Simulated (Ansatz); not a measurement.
Mulliken charges of C2H4NOSi (`C[SiH]N=C=O`) radical from ωB97M-V/def2-TZVPP in Ansatz (PBE0-D4/def2-TZVP geometry).

```tsv
atom	x (Å)	y (Å)	z (Å)	charge (e)
C1	-0.231	0.937	1.233	-0.402
Si2	-0.019	0.717	-0.607	0.241
N3	0.147	-0.951	-0.967	-0.264
C4	-0.028	-2.022	-1.466	0.317
O5	-0.174	-3.081	-1.931	-0.242
H6	0.625	0.511	1.765	0.128
H7	-1.138	0.443	1.586	0.125
H8	-0.298	1.999	1.479	0.118
H9	1.204	1.403	-1.111	-0.020
```

Task: By hand: the dipole of these point charges (1 e Å = 4.8032 D).

Result: Σ q r = (-0.039, 0.480, 0.237) e Å, of length 0.537 e Å = 2.58 D.

Task: How does the dipole of the full density compare? (Estimate.)

Result: Ansatz gave: (-0.032, 0.418, 0.304) e Å, 2.49 D; the point charges give 1.04 times that, at 10° from its direction.

Point charges leave out the atoms' own dipoles, such as those of lone pairs, and Mulliken's split depends on the basis, so the close match here is no proof of good charges.
